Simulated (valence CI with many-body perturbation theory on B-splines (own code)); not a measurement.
**Level structure of Ti⁹⁺**

Method: configuration interaction combined with many-body perturbation theory (CI+MBPT): three valence electrons over a frozen Dirac-Fock core [Ne], a basis of 11 s, 11 p, 9 d, 7 f, 5 g, 2 h, 1 i functions for each j, with the one-electron correlation potential Σ1 (screened to all orders), the two-electron term Σ2, the three-electron term Σ3, Breit, model QED; selected single and double excitations, second order for the rest, scaled by the run's own slope (own B-spline code, finite nucleus).

No measured levels were compared; by estimate levels of excited configurations hold to 0.05 to 0.15 % of their energy, terms of the ground configuration to about 0.5 %.

Levels 46 to 67 of 67, with energies above the lowest level, 3s2 3p 2P°_1/2. "Leading %" is the weight of the configuration and term that name the level; weights of strongly mixed levels are sums over their largest components and can fall short. In the jj column 3d3/2^4 stands for four electrons in 3d with j = 3/2. Lifetimes count E1, E2, E3, M1 and M2 decay at the calculated energies, and are blank where another channel may lead or the interval is too uncertain; long ones can be off by a factor of two.

```tsv
No.	Configuration	Term	J	E (cm⁻¹)	Leading %	g	Lifetime	Leading jj
46	3p2 3d	4F	9/2	708560	98	1.329	98.6 ps	3p3/2^2 3d5/2 (54 %)
47	3p2 3d	2P	3/2	713440	83	1.314	65.1 ps	3p1/2 3p3/2 3d5/2 (40 %)
48	3p2 3d	4D	1/2	716130	59	0.268	73.4 ps	3p1/2 3p3/2 3d3/2 (89 %)
49	3p2 3d	4D	3/2	719400	88	1.211	78.8 ps	3p1/2 3p3/2 3d5/2 (42 %)
50	3p2 3d	4D	5/2	719770	97	1.365	82.1 ps	3p3/2^2 3d3/2 (31 %)
51	3p2 3d	2P	1/2	721540	55	0.399	67.3 ps	3p3/2^2 3d5/2 (58 %)
52	3p2 3d	4D	7/2	721860	96	1.421	83.1 ps	3p3/2^2 3d5/2 (54 %)
53	3p2 3d	2G	7/2	733100	88	0.890	313 ps	3p1/2 3p3/2 3d3/2 (48 %)
54	3p2 3d	2G	9/2	734250	86	1.115	318 ps	3p1/2 3p3/2 3d5/2 (46 %)
55	3p2 3d	2D	5/2	751670	68	1.283	30.9 ps	3p1/2 3p3/2 3d5/2 (70 %)
56	3p2 3d	2D	3/2	753090	79	0.863	32.5 ps	3p1/2 3p3/2 3d3/2 (44 %)
57	3p2 3d	4P	5/2	757190	78	1.516	23.4 ps	3p3/2^2 3d5/2 (37 %)
58	3p2 3d	4P	3/2	757980	91	1.668	21.9 ps	3p3/2^2 3d3/2 (44 %)
59	3p2 3d	4P	1/2	758540	98	2.654	21.2 ps	3p3/2^2 3d3/2 (49 %)
60	3p2 3d	2P	1/2	783000	73	0.724	36.2 ps	3p1/2 3p3/2 3d5/2 (56 %)
61	3p2 3d	2P	3/2	784180	49	1.154	44.0 ps	3p1/2 3p3/2 3d5/2 (33 %)
62	3p2 3d	2S	1/2	788700	75	1.956	28.4 ps	3p1/2 3p3/2 3d3/2 (23 %)
63	3p2 3d	2D	3/2	788880	58	0.980	52.3 ps	3p3/2^2 3d5/2 (27 %)
64	3p2 3d	2D	5/2	793090	91	1.198	70.4 ps	3p3/2^2 3d5/2 (70 %)
65	3s2 4s	2S	1/2	797210	86	2.001	11.3 ps	3s^2 4s (86 %)
66	3p2 3d	2F	5/2	800690	83	0.863	21.7 ps	3p1/2 3p3/2 3d5/2 (28 %)
67	3p2 3d	2F	7/2	802450	85	1.142	21.7 ps	3p1/2 3p3/2 3d5/2 (40 %)
```

Names give the largest LS component (configuration and term), which can be under half, so a name can repeat, a term be missing and a line seem to break the LS rules; names also repeat where a configuration has a term twice.
